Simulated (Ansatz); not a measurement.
One geometry of `[Cl][SnH2][Cl]`, several functionals.

```yaml
crystal:
  periodic: [false, false, false]
  atoms:
    - {symbol: Cl, position_ang: [-1.795273, -0.326183, 1.206485]}
    - {symbol: Sn, position_ang: [0.192391, -0.102919, 0.038596]}
    - {symbol: Cl, position_ang: [-0.250419, 1.295513, -1.753868]}
    - {symbol: H, position_ang: [0.602165, -1.626263, -0.582063]}
    - {symbol: H, position_ang: [1.301036, 0.686252, 1.049448]}
basis:
  gaussian: {orbitals: def2-TZVPP}
hamiltonian: {xc: {name: PBE-QIDH}}
```

```sh
$ ansatz run in.yaml --threads 2 --pin off --events-out ev --progress --plain
```

It prints (some lines left out):

```
Functional definition: PBE-QIDH
1110 factors; integrals over basis functions are off by at most 8.3e-4 eV
mean field evaluation 1: about -30886.1806 eV, gradient 1.8e1 eV
mean field evaluation 2: about -30886.2855 eV, gradient 1.9e1 eV
mean field evaluation 4: about -30887.2514 eV, gradient 1.3e0 eV
mean field evaluation 8: about -30887.2599 eV, gradient 2.0e-2 eV
mean field evaluation 16: about -30887.2599 eV, gradient 1.7e-5 eV
mean field -30887.25993718 eV, -1135.0858665548 hartree, gradient 1.5e-6 eV, S^2 0.000000; 0 other end points of the search recorded, 0 dependent functions left out
14 core orbitals not correlated: weight in the atoms' cores, before any rotation towards them, 1.000 or more for the frozen orbitals, at most 0.000 for the correlated occupied ones
reference -30887.25994935 eV, -1135.0858670018 hartree; 15, 15 occupied and 133, 133 virtual orbitals, 1110 factors
second order -21.39761082 eV of doubles, -0.00000000 eV of singles
Total energy: -30894.39248629 eV, -1135.3479828998 hartree
```

Hardware: 2 threads of a server CPU on a shared host. Wall time 4.1 s, peak host memory 0.35 GiB.

With the line `hamiltonian: {xc: {name: CAM-B3LYP}, dispersion: d4}` (abridged; 2.6 s):

```
Functional definition: CAM-B3LYP
mean field evaluation 16: about -30912.6254 eV, gradient 7.6e-5 eV
mean field -30912.62536970 eV, -1136.0180290064 hartree, gradient 7.6e-5 eV, S^2 0.000000
Total energy: -30912.74116206 eV, -1136.0222842970 hartree
```

The same input with `hamiltonian: {xc: hse06, dispersion: d4}` (abridged; 2.5 s):

```
Functional definition: HSE06
mean field evaluation 16: about -30903.7542 eV, gradient 7.4e-6 eV
mean field -30903.75424963 eV, -1135.6920213568 hartree, gradient 7.3e-6 eV, S^2 0.000000
Total energy: -30903.85944456 eV, -1135.6958871995 hartree
```

With the line `hamiltonian: {xc: {name: B97M-V}}` (abridged; 5.5 s):

```
Functional definition: B97M-V
mean field evaluation 16: about -30906.0540 eV, gradient 8.8e-6 eV
mean field -30906.05404288 eV, -1135.7765372000 hartree, gradient 8.1e-6 eV, S^2 0.000000
Total energy: -30906.05410287 eV, -1135.7765394047 hartree
```

Changing it to `hamiltonian: {xc: pbe, dispersion: d4}` and forces (abridged; 1.6 s):

```
Functional definition: PBE
mean field -30901.85285156 eV, -1135.6221462668 hartree, gradient 6.1e-5 eV, S^2 0.000000
Total energy: -30901.98147387 eV, -1135.6268730492 hartree
Atom 0 force    -0.296528    -0.037623     0.180347 eV/Å
Atom 1 force     0.168480    -0.081462     0.043295 eV/Å
Atom 2 force    -0.060431     0.210217    -0.272077 eV/Å
Atom 3 force     0.050708    -0.189610    -0.077408 eV/Å
Atom 4 force     0.137772     0.098478     0.125842 eV/Å
Dipole moment:     0.448941    -0.217069     0.115367 e Å
```

The same input with `hamiltonian: {xc: {name: r2SCAN0}, dispersion: d4}` (abridged; 3.8 s):

```
Functional definition: r2SCAN0
mean field evaluation 16: about -30911.9590 eV, gradient 3.2e-5 eV
mean field -30911.95895128 eV, -1135.9935385813 hartree, gradient 3.2e-5 eV, S^2 0.000000
Total energy: -30911.99413733 eV, -1135.9948316449 hartree
```

HSE06 is the plane-wave form, built on full-range PBE exchange.
